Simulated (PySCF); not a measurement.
Gas-phase reaction: Mo2O6 + 2 H2O ⇌ 2 MoO2(OH)2

Computed with PySCF and rigid-rotor harmonic-oscillator thermochemistry at 1 bar. † marks an energy on the PBE0/def2-TZVP geometry and frequencies. CCSD(T) freezes the core. All species are closed-shell singlets. B3LYP is the form with VWN-RPA correlation. Mo: scalar-relativistic def2 core potential, no spin-orbit coupling. No R ln 2 is added for the mirror-image form of MoO2(OH)2. CCSD(T) isn't extrapolated to the basis-set limit. The harmonic model lacks anharmonicity and excited electronic states, which grow with temperature; levels with a mode under 35 cm⁻¹ are left out. Soft modes under 120 cm⁻¹ make the harmonic entropy rough for Mo2O6. Warning, large T1 diagnostic: Mo2O6, MoO2(OH)2 (CCSD(T)/def2-SVP†).

ΔH° and ΔS° at 298 K: B3LYP/def2-TZVP† -137 kJ, -99 J/K; BLYP/def2-TZVP† -133 kJ, -99 J/K; CCSD(T)/def2-SVP† -109 kJ, -99 J/K.

### Question
With the heat capacities included, give log10 K (1 bar) at 500, 1200, 1600, 1800, 2500 K from B3LYP/def2-TZVP†, BLYP/def2-TZVP†, CCSD(T)/def2-SVP†.

### Answer
```
T (K)  B3LYP/def2-TZVP†  BLYP/def2-TZVP†  CCSD(T)/def2-SVP†
-----  ----------------  ---------------  -----------------
500                 9.2              8.7                6.3
1200                1.3              1.1                0.1
1600                0.0             -0.1               -0.9
1800               -0.4             -0.5               -1.2
2500               -1.2             -1.3               -1.8
```
